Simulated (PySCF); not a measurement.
Some computed properties have been withheld. Give your best values.

Species: C7H13NP (charge +1).
SMILES: `C1C=C[P+](NC)(CC)C=1`

Conformer (atom-mapped SMILES and torsion angles): `[CH3:1][CH2:2][P+:3]1([NH:4][CH3:5])[CH:6]=[CH:7][CH:8]=[CH:9]1`: C1–C2–P3–N4 177°, C2–P3–N4–C5 -177°.

| property | level | value |
| --- | --- | --- |
| rotational constants A, B, C | PBE0-D3(BJ)/def2-SVP | ? |
| HOMO energy | CAM-B3LYP/def2-SVPD | ? |
| LUMO energy | CAM-B3LYP/def2-SVPD | -5.46 eV |
| lowest singlet excitation | TDDFT CAM-B3LYP/def2-SVPD | ? |
| lowest triplet excitation (Tamm–Dancoff) | TDA CAM-B3LYP/def2-SVPD | ? |
| static isotropic polarisability | CAM-B3LYP/def2-SVPD | ? |
| vertical ionisation energy | ΔSCF CAM-B3LYP/def2-SVPD | 13.53 eV |
| vertical electron affinity | ΔSCF CAM-B3LYP/def2-SVPD | ? |
| electronic spatial extent ⟨r²⟩ about the centre of nuclear charge | CAM-B3LYP/def2-SVPD | 1379 bohr² |
| 13C chemical shifts (computed TMS as zero) by class | GIAO PBE0/pcSseg-1 | 163.5 (2 C), 124.7 (2 C), 30.4 (1 C), 17.6 (1 C), 4.2 (1 C) ppm |
| 1H chemical shifts (computed TMS as zero) by class | GIAO PBE0/pcSseg-1 | ? |
| isotropic shieldings of nuclei other than C and H, by class | GIAO PBE0/pcSseg-1 | 240 (1 N), 262 (1 P) ppm |

Electronic properties: PySCF, gas phase, density fitting. Geometry: PBE0-D3(BJ)/def2-SVP, one conformer, isolated ion. NMR classes are plain means over equivalent atoms (diastereotopic ones count apart unless rotation or inversion swaps them), as if these changed places fast; in this geometry the members of some classes differ.

(1) The rotational constants A, B, C?

(2) Give the lowest triplet excitation (Tamm–Dancoff).

(3) What is the static isotropic polarisability?

(4) What is the vertical electron affinity?

(5) Give the 1H chemical shifts (computed TMS as zero) by class.

(6) What is the HOMO energy?

(7) What is the lowest singlet excitation?

## Answers

(1) 1.695, 1.367, 0.974 GHz.

(2) 2.53 eV.

(3) 101.0 au.

(4) 4.84 eV.

(5) 7.71 (2 H), 6.25 (2 H), 2.89 (3 H), 2.43 (2 H), 1.46 (1 H), 1.30 (3 H) ppm.

(6) -12.86 eV.

(7) 4.07 eV (305 nm, f = 0.017).

The 10 singlets span 4.07 to 7.92 eV, and their oscillator strengths add up to 0.17. −ε(LUMO) is 5.46 eV against a ΔSCF electron affinity of 4.84 eV. The principal polarisabilities are 90.2, 100.0 and 112.8 au; their mean is the isotropic value.

For the TDDFT job (CAM-B3LYP/def2-SVPD), the run took 7.5 min of wall time on Arm Neoverse V2, one thread, on a shared host, and the process peaked at 1.6 GiB of memory.
